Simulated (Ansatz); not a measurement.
Series GeXY, Y = H, computed as singlets and as triplets. Gas-phase values, no solvent. One relaxed conformer stands for each flexible species; it need not be the lowest. Strings in code marks are SMILES.

Quantity: adiabatic spin-state energy, in kJ/mol. HF references are unrestricted for open shells and restricted for singlets.

Case: `[SH][GeH]`: multiplicity 3 minus multiplicity 1. The other species in the difference include `[SH][GeH]` (H–S–Ge–H torsion 180°) (neutral, multiplicity 1). Geometry of `[SH][GeH]` (neutral, multiplicity 3, Å):

```xyz
4

S     -1.1125     0.3225     0.6325
Ge     0.8819     0.5466    -0.2836
H     -1.7077    -0.3161    -0.3925
H      1.9383    -0.5529     0.0435
```

### Question
Give the adiabatic spin-state energy at the level frozen-core CCSD(T)/cc-pVQZ // PBE0-D3(BJ)/def2-TZVP (Ansatz, a quantum-chemistry and plane-wave program).

### Answer
163.0 kJ/mol.
